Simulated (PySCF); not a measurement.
An unknown is described by computed data only.

Formula: C3H6BNS.

* Triplet: lowest triplet excitation (Tamm–Dancoff): 3.61 eV [TDA B3LYP/def2-SVPD]
* 13C NMR: chemical shifts (computed TMS as zero) by class: 157.6 (1 C), 12.4 (2 C) ppm [GIAO B3LYP/pcSseg-1]
* Polarisability: 88.2 au [B3LYP/def2-SVPD]
* Rotational structure: rotational constants A, B, C: 7.506, 1.162, 1.019 GHz [PBE0-D3(BJ)/def2-SVP]
* Dipole: 2.27 D [B3LYP/def2-SVPD]
* UV, strongest line: among the 10 lowest singlet transitions: S7 at 6.67 eV (186 nm, f = 1.070) [TDDFT B3LYP/def2-SVPD]
* 1H NMR: chemical shifts (computed TMS as zero) by class: 0.71 (6 H) ppm [GIAO B3LYP/pcSseg-1]

Electronic properties: PySCF, gas phase, density fitting. Levels stand in brackets. Geometry: PBE0-D3(BJ)/def2-SVP; no solvent, vibrations or thermal averaging. NMR values are class means; diastereotopic atoms form classes of their own.

**Question.** Give a SMILES that accounts for the data.

**Answer.** 3 carbons fall into 2 classes; from least to most shielded: carbon bonded to N and S (157.6 ppm), carbon bonded to B and 3 H (12.4 ppm, 2 C). All hydrogens form one class (0.71 ppm): hydrogen on carbon. The optimised geometry has point group C2 and is an asymmetric top. Structure: `CB(C)N=C=S`. The assignments are read from this structure; whether some other isomer fits the data as well wasn't checked.
